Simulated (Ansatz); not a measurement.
Start from `CC[O][AlH][F]` and change one element to get `CC[O][GaH][F]`.

Ansatz, PBE0-D4/def2-TZVP geometries, multiplicity 1. Each molecule was computed in one conformer, which needn't be the lowest.

Scalar relativity is left out up to krypton.

```json
{"property": "HOMO energy (B3LYP/def2-TZVPP) / eV", "`CC[O][AlH][F]`": "-8.13"}
{"property": "zero-point energy (PBE0-D4/def2-TZVP) / kJ/mol", "`CC[O][AlH][F]`": "209.9"}
{"property": "LUMO energy (PBE0/def2-TZVPP) / eV", "`CC[O][AlH][F]`": "-0.47"}
{"property": "HOMO energy (PBE/def2-TZVPP) / eV", "`CC[O][AlH][F]`": "-6.83"}
{"property": "ideal-gas entropy at 298 K and 1 bar (rigid rotor, harmonic PBE0-D4/def2-TZVP) / J/(mol·K)", "`CC[O][AlH][F]`": "357"}
{"property": "HOMO–LUMO gap (ωB97M-V/def2-TZVPP) / eV", "`CC[O][AlH][F]`": "11.80"}
```

(1) What does the change do to each property? (Best estimate.)

Answers

(1) Computed: 
```json
{"property": "HOMO energy (B3LYP/def2-TZVPP) / eV", "`CC[O][GaH][F]`": "-7.95", "shift": "0.18"}
{"property": "zero-point energy (PBE0-D4/def2-TZVP) / kJ/mol", "`CC[O][GaH][F]`": "208.1", "shift": "-1.8"}
{"property": "LUMO energy (PBE0/def2-TZVPP) / eV", "`CC[O][GaH][F]`": "-0.90", "shift": "-0.43"}
{"property": "HOMO energy (PBE/def2-TZVPP) / eV", "`CC[O][GaH][F]`": "-6.69", "shift": "0.14"}
{"property": "ideal-gas entropy at 298 K and 1 bar (rigid rotor, harmonic PBE0-D4/def2-TZVP) / J/(mol·K)", "`CC[O][GaH][F]`": "362", "shift": "5"}
{"property": "HOMO–LUMO gap (ωB97M-V/def2-TZVPP) / eV", "`CC[O][GaH][F]`": "11.35", "shift": "-0.45"}
```

With PBE0 the HOMO rises by 0.18 eV and the LUMO falls by 0.43 eV, so the gap narrows by about 0.61 eV. PBE moves the HOMO by 0.14 eV and ωB97M-V by 0.17 eV. Modes under 60 cm⁻¹, often nearly free rotors, make the harmonic entropy too high.

Positive LUMOs are unbound, so they and the gaps depend on the basis.

B3LYP here is the variant with VWN-RPA as its local correlation; programs differ in this.
